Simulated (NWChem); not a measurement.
A series in which one site is exchanged, each optimised at PBE0/def2-SVP with NWChem, gas phase unless a solvent is named. Some are not confirmed as minima by frequencies. def2 effective core potentials on Cd, I; no spin-orbit coupling.

A: [Br][Cd][I] (CdIBr; site = Br)
B: [CdH][I] (CdHI; site = H)
C: [F][Cd][I] (CdIF; site = F)
D: [I][Cd][I] (CdI2; site = I)

| quantity | A | B | C | D |
|---|---|---|---|---|
| dipole (D), PBE0/def2-SVP | 0.43 | (withheld) | 0.97 | 0.00 |
| vertical ionisation energy, ΔSCF, CAM-B3LYP/def2-SVP (eV) | 10.05 | (withheld) | 10.28 | 9.80 |
| lowest singlet excitation, CAM-B3LYP/def2-SVPD, TDA (eV) | 4.42 | (withheld) | 4.45 | 4.27 |

Problem. Complete the blanks.

Solution. 
- dipole (D), PBE0/def2-SVP, B: 1.84
- vertical ionisation energy, ΔSCF, CAM-B3LYP/def2-SVP (eV), B: 9.75
- lowest singlet excitation, CAM-B3LYP/def2-SVPD, TDA (eV), B: 5.25
